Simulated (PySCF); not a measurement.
C4H7OS2 (doublet state).
Atom-mapped SMILES: `[CH2:1][O:2][CH2:3][S:4][S:5][CH:6]=[CH2:7]` (hydrogens: H8, H9 on C1; H10, H11 on C3; H12 on C6; H13, H14 on C7)

Geometry (GFN2-xTB, Å), atoms numbered from 1 in this order:
```
atom  x, y, z in Å
C1     2.207    0.756    0.096
O2     1.490   -0.320   -0.306
C3     1.379   -1.365    0.567
S4     0.235   -0.964    2.014
S5    -1.589   -1.090    1.143
C6    -1.788    0.528    0.451
C7    -2.822    0.859   -0.299
H8     2.227    1.564   -0.604
H9     2.903    0.665    0.909
H10    2.320   -1.628    1.060
H11    0.946   -2.215    0.043
H12   -0.986    1.205    0.699
H13   -3.604    0.155   -0.527
H14   -2.918    1.850   -0.707
```

The hyperfine couplings belong to this conformer and change with its torsions.

Computed, not measured: PySCF, UKS B3LYP, pcH-1 on C H O S, non-relativistic, mean-field spin-orbit, GIAO. Isolated species at its GFN2-xTB geometry (one conformer only). A GFN2-xTB geometry isn't a minimum of the functional, and hyperfine couplings can be far from their values at a DFT geometry. Stability of the SCF solution: not tested.

Largest spin populations (Mulliken): C1 (+0.95) and O2 (+0.10). C1 is the only atom above +0.15. The angles at C1 add up to 357.8°, so it is nearly planar; its axial dipolar tensor and the negative couplings of its protons fit spin in a p orbital normal to that plane.

(1) Find Q in a(H) = Q·ρ(C) for the protons on the planar carbons that carry spin.

Results:

(1) 
| H | C | ρ(C) | a(H) (G) | a/ρ (G) |
| --- | --- | --- | --- | --- |
| H8 | C1 | +0.946 | -20.94 | -22.1 |
| H9 | C1 | +0.946 | -19.47 | -20.6 |

These protons share one ρ (within 0.01), so their mean ratio, Q = -21.4 G, is no test of linearity. In every row coupling and population have opposite signs.

Couplings in gauss use g_iso = 2.0043.
